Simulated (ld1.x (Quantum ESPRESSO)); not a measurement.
# V (Z = 23): excitation energies, all-electron against PAW

```json
{"Element": "vanadium (V)", "Generator": "ld1.x (Quantum ESPRESSO) 7.5", "Type": "PAW", "Functional": "PBE", "Relativity": "scalar-relativistic", "Frozen core": "[Ne]", "Valence charge": "13", "Reference configuration": "3s2 3p6 3d2 4s0 4p0 (charge +3)", "Partial waves": "3s (bound): rcut 1.25, rcutus 1.40 bohr; 4s (bound, empty): rcut 1.25, rcutus 1.40 bohr; 3p (bound): rcut 1.60, rcutus 1.90 bohr; 4p (bound, empty): rcut 1.60, rcutus 1.90 bohr; 3d (bound): rcut 1.05, rcutus 1.40 bohr; 3d channel at -1.9 Ry: rcut 1.05, rcutus 1.40 bohr", "Local potential": "all-electron potential smoothed inside 1.70 bohr (lloc = -2)", "Core correction": "a·sin(br)/r model core inside 0.75 bohr", "Augmentation charge": "PSQ, inside the norm-conserving radii"}
```

Energies are relative to the spin-unpolarised reference configuration 3s2 3p6 3d2 4s0 4p0; without spin polarisation the order of configurations can differ from experiment. Not all tests gave a result: 1 of 7 tests not solved or not reliable. Left out of the table: 3s2 3p6 3d1 4s0 4p0 (solver errors, printed error -914 eV).

```tsv
valence configuration	charge	ΔE all-electron (eV)	error AE − PS (meV)
3s2 3p6 3d3 4s2 4p0	0	-50.928	-0.2
3s2 3p6 3d3 4s0 4p0	+2	-28.898	-3.3
3s2 3p6 3d3 4s0 4p1	+1	-39.089	-2.1
3s2 3p6 3d2 4s2 4p0	+1	-39.954	+2.0
```

Q: What are ΔE and the potential's error for 3s2 3p6 3d4 4s0 4p0?

A: ΔE = -43.732 eV all-electron; the error (AE − PS) is -5.8 meV.

Q: What are ΔE and the potential's error for 3s2 3p6 3d3 4s1 4p0?

A: ΔE = -43.194 eV all-electron; the error (AE − PS) is -1.4 meV.

Levels in the configuration 3s2 3p6 3d3 4s0 4p0:

```
level  all-electron (eV)  pseudo (eV)
   3s            -86.777      -86.770
   3p            -60.584      -60.578
   3d            -21.317      -21.313
```
